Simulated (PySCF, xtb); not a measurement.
CH₃BrOTe, SMILES CO[Te]Br. Other conformers were not sampled.

Harmonic wavenumbers (cm⁻¹) from GFN2-xTB run with xtb at its own minimum, in rising order: 63, 122, 198, 253, 274, 492, 1036, 1133, 1138, 1415, 1473, 1480, 2948, 2957, 2999.

**Question.** What does B3LYP-D3(BJ)/def2-SVP in PySCF give at its own minimum? (An estimate is asked for; the answer gives what the named calculation found.)

**Answer.** 72, 125, 204, 243, 286, 553, 1062, 1165, 1175, 1449, 1456, 1477, 2994, 3074, 3105. Paired by order, the mean absolute difference is 35 cm⁻¹ and the zero-point energies are 25.7 and 26.4 kcal/mol.
